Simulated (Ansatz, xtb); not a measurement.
Spectroscopic constants of ZrP, multiplicity 4 (lowest of 2S+1 = 2, 4, 6, 8 at CCSD(T)/def2-TZVPP on PBE0 minima; our sources give no spin for the ground state, which may be another). No spin–orbit coupling.

Seven points along R, fitted to fifth degree in 1/R; most abundant isotopes. Runs in def2 and cc sets follow the lowest solution found near the PBE0 minimum.

Codes used: Ansatz (a first-principles code); xtb for the GFN methods.  In def2 rows elements past Kr take small-core potentials, without spin–orbit coupling. The GFN methods have no spin term and hold the electronic entropy of 300 K.

| level | r_e (Å) | ω_e (cm⁻¹) | B_e (cm⁻¹) | α_e (cm⁻¹) | dipole (D) |
|---|---|---|---|---|---|
| GFN1-xTB | 2.331 | 596 | 0.135 | 0.00056 | - |
| GFN2-xTB | 2.422 | 439 | 0.125 | 0.00084 | - |
| SVWN5/def2-TZVPP | 2.320 | 449 | 0.136 | 0.00048 | 4.06 |
| PBE/def2-TZVPP | 2.345 | 434 | 0.133 | 0.00049 | 4.33 |
| r2SCAN/def2-TZVPP | 2.337 | 445 | 0.134 | 0.00048 | 4.91 |
| B97M-V/def2-TZVPP | 2.352 | 437 | 0.132 | 0.00047 | 4.64 |
| B3LYP/def2-TZVPP | 2.346 | 439 | 0.133 | 0.00047 | 4.77 |
| PBE0/def2-TZVPP | 2.326 | 455 | 0.135 | 0.00046 | 5.05 |
| BHLYP/def2-TZVPP | 2.331 | 457 | 0.135 | 0.00045 | 5.61 |
| CAM-B3LYP/def2-TZVPP | 2.325 | 461 | 0.135 | 0.00044 | 5.37 |
| wB97X-V/def2-TZVPP | 2.316 | 473 | 0.136 | 0.00042 | 5.85 |
| wB97M-V/def2-TZVPP | 2.319 | 464 | 0.136 | 0.00044 | 5.62 |
